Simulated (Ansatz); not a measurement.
`[SiH3]CC[SeH]` + `[F][AlH][SH]` → `[F][AlH][S][SiH3]` + `CC[SeH]`  (ligand exchange at the Si–C bond)

Calculated with Ansatz (gas phase, PBE0-D4/def2-TZVP geometries, no zero-point term in ΔE). CCSD(T)/CBS adds triple-zeta CCSD(T) − MP2 to the extrapolated MP2 energy (def2 sets, frozen cores). This one scheme is used for every species. Functionals use def2-TZVPP. For Se outer-core shells are correlated without core-valence functions, which leaves a few kJ/mol of doubt a bond. Scalar relativity is left out up to krypton. One conformer a species, not always the lowest.

`[SiH3]CC[SeH]`:

Cartesian coordinates in Å:
```
Si 0.267 1.782 0.095
C -0.296 0.081 -0.485
C -0.055 -0.998 0.551
Se -0.689 -2.782 0.034
H 1.726 1.768 0.391
H 0.000 2.804 -0.952
H -0.457 2.164 1.338
H -1.359 0.131 -0.743
H 0.233 -0.156 -1.414
H 1.000 -1.087 0.812
H -0.601 -0.793 1.475
H 0.231 -2.916 -1.103
```

`[F][AlH][SH]`:

```xyz
5

F     1.396   -0.937   -1.321
Al    0.419   -0.420   -0.102
S    -0.884    1.253   -0.557
H     0.469   -1.135    1.294
H    -1.399    1.239    0.686
```

`[F][AlH][S][SiH3]`:

Z-matrix (Å, degrees):
```
Si
S 1 2.141
H 1 1.483 2 108.9
H 1 1.485 2 110.5 3 120.4
H 1 1.483 2 108.9 3 -119.3
Al 2 2.166 1 99.7 3 -120.2
F 6 1.646 2 115.4 1 -180.0
H 6 1.568 2 125.5 1 -0.0
```

`CC[SeH]`:

Cartesian coordinates in Å:
```
C -0.798 0.417 0.393
C 0.057 -0.317 -0.615
Se 1.974 0.036 -0.439
H -1.859 0.211 0.216
H -0.642 1.495 0.332
H -0.563 0.103 1.413
H -0.170 0.000 -1.635
H -0.089 -1.396 -0.569
H 2.090 -0.550 0.904
```

```csv
species,PBE0-D4 energy (Eh)
`[SiH3]CC[SeH]`,-2771.60226
`[F][AlH][SH]`,-741.50038
`[F][AlH][S][SiH3]`,-1032.10526
`CC[SeH]`,-2481.02433
```

Q: Work out ΔE.

A: ΔE = (-1032.10526) + (-2481.02433) − (-2771.60226) − (-741.50038) = -0.02695 Eh = -70.8 kJ/mol. CCSD(T)/CBS gives -69.4 kJ/mol.

Largest T1 diagnostic among the species: 0.012.

In def2-TZVPP, CCSD(T) changes the Hartree–Fock value by +6.9 kJ/mol (the triples alone add −0.1 kJ/mol) and MP2 by +3.1 kJ/mol.
